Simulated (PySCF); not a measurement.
Species: H7P3Si.
Geometry (PBE0-D3(BJ)/def2-SVP, Å), atoms numbered from 1 in this order:
```xyz
11
H7P3Si angstrom
P     -1.6609   -1.2168    0.4578
Si    -0.0473   -0.1294   -0.7050
P      2.0224   -0.8089   -0.0764
P     -0.2525    2.1187   -0.5014
H     -1.0734   -0.8966    1.7216
H     -1.0190   -2.4920    0.3783
H     -0.2190   -0.4756   -2.1492
H      2.6990    0.2606   -0.7431
H      1.9551   -0.1114    1.1702
H     -1.6767    2.1232   -0.6330
H     -0.2917    2.0610    0.9269
```

Method: PBE0-D3(BJ)/def2-SVP geometry optimisation, gas phase (PySCF).

Take the most abundant isotopes and a rigid rotor. The values belong to one conformer with, in the numbering `[PH2:1][SiH:2]([PH2:3])[PH2:4]`, H–P1–Si2–P3 52° and -42°, P1–Si2–P3–H -167° and -73°, P1–Si2–P4–H -42° and 52°.

Problem. What are A, B and C (GHz)?

Solution. Ia = 253.41, Ib = 255.57, Ic = 466.26 u·Å²; 505379 MHz·u·Å²/I gives 1994, 1977 and 1084 MHz, that is A = 1.9943, B = 1.9775, C = 1.0839 GHz.

Problem. Classify the top.

Solution. An oblate symmetric top, as the point group C3 requires two equal moments; the computed ones differ by 0.85 % because the geometry is symmetric only within the optimiser's tolerance; Ray's κ = 0.963.

Problem. What does the inertial defect say?

Solution. Not planar: Δ = Ic − Ia − Ib = -42.71 u·Å². For a rigid frame Δ = −2 Σ m c², so Σ m c² = 21.36 u·Å² lies off the ab plane: 11.11 from hydrogen and 10.24 from heavier atoms. The atom farthest from that plane is 2.04 Å away.

Problem. Give the other two planar moments, Paa and Pbb, and the rms extents of the mass along the axes.

Solution. Paa = Σ m a² = (Ib + Ic − Ia)/2 = 234.21 and Pbb = Σ m b² = (Ia + Ic − Ib)/2 = 232.05 u·Å². With the mass M = 127.95 u, the rms extents √(P/M) along a, b and c are 1.35, 1.35, 0.41 Å.

Problem. Where do the R-branch lines fall?

Solution. The dipole of 0.73 D lies along the symmetry axis, so ΔK = 0 and J+1 ← J falls at 2B(J+1) for every K: 3.97 GHz, 7.94 GHz, 11.92 GHz, 15.89 GHz, 19.86 GHz for J = 0 to 4.

Problem. Estimate the classical rotational partition function at 200 K, 298.15 K and 500 K.

Solution. Point group C3, symmetry number σ = 3; q = (√π/σ)·√((kT/h)³/(ABC)), k/h = 20836.6 MHz/K: 76900 at 200 K, 140000 at 298.15 K, 304000 at 500 K.

Not checked by PBE0-D3(BJ)/def2-SVP frequencies. Constants of a rigid frame at the computed geometry: no zero-point averaging, no centrifugal distortion.
